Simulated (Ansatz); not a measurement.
`C[O][GeH]([F])[SeH]` and `C[O][GeH]([F])[S]C` differ in one atom or group.

Ansatz, PBE0-D4/def2-TZVP geometries, multiplicity 1. Each molecule was computed in one conformer, which needn't be the lowest.

Scalar relativity is left out up to krypton. Spin–orbit coupling is left out; it splits and shifts lone-pair levels of the heavy atoms by tenths of an eV.

| property | `C[O][GeH]([F])[SeH]` |
| --- | --- |
| HOMO–LUMO gap (PBE0/def2-TZVPP) / eV | 6.93 |
| HOMO–LUMO gap (PBE/def2-TZVPP) / eV | 4.80 |
| LUMO energy (ωB97M-V/def2-TZVPP) / eV | 1.36 |
| HOMO energy (PBE0/def2-TZVPP) / eV | -7.52 |
| size of the dipole moment (B3LYP/def2-TZVPP) / D | 1.11 |
| LUMO energy (PBE/def2-TZVPP) / eV | -1.52 |

What does the change do to each property? (Best estimate.)

Computed: 
```
                                        property  `C[O][GeH]([F])[S]C`  shift
            HOMO–LUMO gap (PBE0/def2-TZVPP) / eV                  7.09   0.16
             HOMO–LUMO gap (PBE/def2-TZVPP) / eV                  4.90   0.10
           LUMO energy (ωB97M-V/def2-TZVPP) / eV                  1.67   0.31
              HOMO energy (PBE0/def2-TZVPP) / eV                 -7.29   0.23
size of the dipole moment (B3LYP/def2-TZVPP) / D                  1.35   0.24
               LUMO energy (PBE/def2-TZVPP) / eV                 -1.13   0.39
```

With PBE0 the HOMO rises by 0.23 eV and the LUMO rises by 0.39 eV, so the gap widens by about 0.16 eV. PBE moves the HOMO by 0.29 eV and ωB97M-V by 0.21 eV. Dipoles are sizes alone; their direction can turn.

B3LYP here is the variant with VWN-RPA as its local correlation; programs differ in this.
